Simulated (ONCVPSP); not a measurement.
**Before and after: ONCV potential for Eu**

```json
{
 "Element": "europium (Eu)",
 "Generator": "ONCVPSP 4.0.1",
 "Type": "optimised norm-conserving Vanderbilt (ONCV)",
 "Functional": "PBE",
 "Relativity": "fully relativistic",
 "Frozen core": "[Kr] 4d10 4f6",
 "Valence charge": "11",
 "Reference configuration": "5s2 5p6 5d1 6s2",
 "Partial waves": "5s+6s: rc 2.55 bohr, ncon 4, nbas 7, qcut 5.9 1/bohr, 3 projectors, debl 3 Ha; 5p: rc 1.50 bohr, ncon 3, nbas 6, qcut 5.1 1/bohr, 2 projectors, debl 2 Ha; 5d: rc 3.30 bohr, ncon 4, nbas 9, qcut 5.6 1/bohr, 3 projectors, debl 2.1 Ha",
 "Local potential": "polynomial inside 1.30 bohr (lpopt 5, dvloc0 0 Ha)",
 "Core correction": "polynomial model core, fcfact 0.6"
}
```

Open shells are filled in proportion to 2j + 1.

Change: p: ncon 5, nbas 8.

Cutoffs: the cutoffs (Ha) at which the residual kinetic energy of the hardest occupied pseudo-wave falls to 1 and 0.1 mHa per electron; they do not see the model core or the augmentation charge, which bear on the density cutoff. Errors are all-electron minus pseudo energies relative to the spin-unpolarised reference configuration.

Q: What does the change do?

A: The potential gets harder (40 Ha and 68 Ha → 62 Ha and 80 Ha); the errors of the 3 common tests hardly move; neither file shows a bound ghost.

| quantity | base | changed |
| --- | --- | --- |
| cutoff, loose | 40 Ha | 62 Ha |
| cutoff, tight | 68 Ha | 80 Ha |
| loose cutoff by channel | s 9.1 Ha, p 40 Ha, d 7.8 Ha | s 9.1 Ha, p 62 Ha, d 7.8 Ha |
| bound ghosts | none | none |
| GHOST(+) flags under 300 eV | s at 105.9 eV, p1/2 at 227.7 eV | s at 105.9 eV, p3/2 at 160.8 eV, p1/2 at 222.0 eV |
| tests counted as reliable (solved cleanly; for ONCVPSP, near-neutral configurations with less than one 5d electron left out) | 3 of 4 | 3 of 4 |
| error for 5s2 5p6 5d1 6s1, meV [ΔE 6.55 eV] | -3.0 | -3.0 |
| error for 5s2 5p6 5d1 6s0, meV [ΔE 18.48 eV] | -22 | -22 |
| error for 5s2 5p6 5d2 6s1, meV [ΔE 1.61 eV] | -8.6 | -8.4 |
| s: phases at 2.59 bohr within 0.05 rad from the reference energy up to (Ha; the scan ends near 5) | 3.9 | 3.9 |
| p3/2: phases at 1.52 bohr within 0.05 rad from the reference energy up to (Ha; the scan ends near 5) | to the end of the scan | 4.7 |
| p1/2: phases at 1.52 bohr within 0.05 rad from the reference energy up to (Ha; the scan ends near 5) | to the end of the scan | to the end of the scan |
| d5/2: phases at 3.34 bohr within 0.05 rad from the reference energy up to (Ha; the scan ends near 5) | to the end of the scan | to the end of the scan |
| d3/2: phases at 3.34 bohr within 0.05 rad from the reference energy up to (Ha; the scan ends near 5) | to the end of the scan | to the end of the scan |
| rms error of d²Exc/dni dnj with the model core, mHa | 2.09 | 2.17 |
